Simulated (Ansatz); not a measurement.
A nudged elastic band was laid between two geometries of C₃H₈GeS (13 atoms, charge 0, multiplicity 1).

The calculation used RKS PBE-D4/def2-SVP in Ansatz.

- movable images: 7
- climbing image: yes
- spring: 5.0 eV/Å²
- optimiser: quadratic models (default)
- start path: IDPP
- force threshold: 0.05 eV/Å
- iteration limit: 58
- end points: relaxed

First end point:

```xyz
13
Properties=species:S:1:pos:R:3
C -2.182 -0.040 -0.140
Ge -0.315 -0.384 -0.618
C 0.945 -0.917 0.784
C 1.107 0.560 0.374
S 2.700 0.965 -0.381
H -2.226 0.292 0.915
H -2.613 0.752 -0.782
H -2.789 -0.959 -0.248
H 0.033 -0.791 -2.061
H 1.761 -1.598 0.488
H 0.570 -1.109 1.804
H 0.776 1.288 1.139
H 2.255 1.907 -1.260
```

Last end point:

```xyz
13
Properties=species:S:1:pos:R:3
C -2.224 0.087 -0.061
Ge -0.366 -0.211 -0.597
C 0.953 -0.923 0.678
C 1.110 0.587 0.437
S 2.647 1.272 -0.233
H -2.257 0.272 1.030
H -2.647 0.965 -0.587
H -2.842 -0.802 -0.290
H -0.060 -0.465 -2.088
H 1.751 -1.560 0.256
H 0.635 -1.246 1.685
H 0.784 1.228 1.277
H 2.537 0.761 -1.492
```

(1) What changes between the two ends?

(2) Give the energies along the band, and the barrier.

The band took 4 iterations and about 3 core-minutes.

Answers

(1) No bond is made or broken. The dihedral Ge2–C4–S5–H13 goes from 69 to -14°.

(2) It converged. The highest image is number 8 of 0 to 8, 4.5 kJ/mol above the first end and 0.0 kJ/mol above the last; the last end lies 4.5 kJ/mol above the first. The highest image is an end point: on this band no image between the ends rises above it.

```csv
image,path coordinate (Å),energy (kJ/mol),dihedral Ge2–C4–S5–H13 (°)
0,0.00,0.0,69
1,0.19,0.3,60
2,0.38,1.1,50
3,0.56,2.2,38
4,0.75,3.3,27
5,0.94,4.1,15
6,1.12,4.4,4
7,1.31,4.5,-6
8,1.46,4.5,-14
```

Run time: 92 s on 2 threads of Arm Neoverse V2, with other jobs on the host, peak memory 0.19 GiB.
